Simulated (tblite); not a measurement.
F6Re, doublet, geometry from GFN2-xTB (such geometries of metal compounds can be far from the true shape) (the multiplicity is a formal guess); GFN1-xTB with ALPB(water) run with tblite.

Input for tblite:
```
$ tblite run mol.xyz --method gfn1 --charge 0 --spin 1 --alpb water --json tblite.json --no-restart

# file mol.xyz
7

Re     0.00000000    -0.00000000     0.00000000
F      1.10905314    -0.46150799    -1.35505160
F     -1.10905314     0.46150799     1.35505160
F     -1.11122240     0.75995228    -1.16831620
F     -0.88020309    -1.57166272    -0.18512734
F      0.88020309     1.57166272     0.18512734
F      1.11122240    -0.75995228     1.16831620
```

It wrote (shortened):

```
xTB calculator
 | screened Coulomb repulsion
 | Coulomb electrostatics
 |  * isotropic Klopman-Ohno-Mataga-Nishimoto electrostatics
 |  * onsite third-order electrostatics
 | DFT-D3(BJ) dispersion correction
 | Interactions (3)
 | [1] alpb/gbsa reaction field model
 | [2] cds contribution to solvation
 | [3] empirical free energy shift and standard state/solvent correction

halogen bonding energy    0.0000000000000E+00 Eh
repulsion energy          2.3444795325384E-02 Eh
dispersion energy        -1.7193670939580E-03 Eh
interaction energy        8.5447897701500E-03 Eh
number of electrons       4.9000000000000E+01 e
integral cutoff           3.5545256755052E+01 bohr

------------------------------------------------------------
  cycle        total energy    energy error   density error
------------------------------------------------------------
      1     -30.12218890624  -3.0152459E+01   1.2652479E+00
      2     -30.42053862687  -2.9834972E-01   1.4399636E+00
      3     -32.48703248637  -2.0664939E+00   5.7294062E-01
      4     -31.57400704676   9.1302544E-01   9.9110619E-01
      5     -32.61455916495  -1.0405521E+00   5.2945449E-01
      6     -33.01301975314  -3.9846059E-01   2.2208959E-01
      7     -33.10173230264  -8.8712549E-02   8.2730053E-03
      8     -33.10111083566   6.2146697E-04   2.0641891E-02
      9     -33.10175432305  -6.4348739E-04   7.9206050E-03
     10     -33.10187152855  -1.1720550E-04   1.4084353E-03
     11     -33.10186469959   6.8289601E-06   2.6839367E-03
     12     -33.10187015435  -5.4547566E-06   1.8931151E-03
     13     -33.10187599504  -5.8406942E-06   1.4614862E-04
     14     -33.10187603475  -3.9704894E-08   6.5328961E-05
     15     -33.10187604108  -6.3302892E-09   2.3540351E-05
     16     -33.10187604240  -1.3254677E-09   3.7906874E-07
------------------------------------------------------------

electronic energy        -3.3132146260403E+01 Eh
total energy             -3.3101876042401E+01 Eh

Post processing:
 | Mayer-Wiberg bond orders

[Info] JSON dump of results written to 'tblite.json'
```
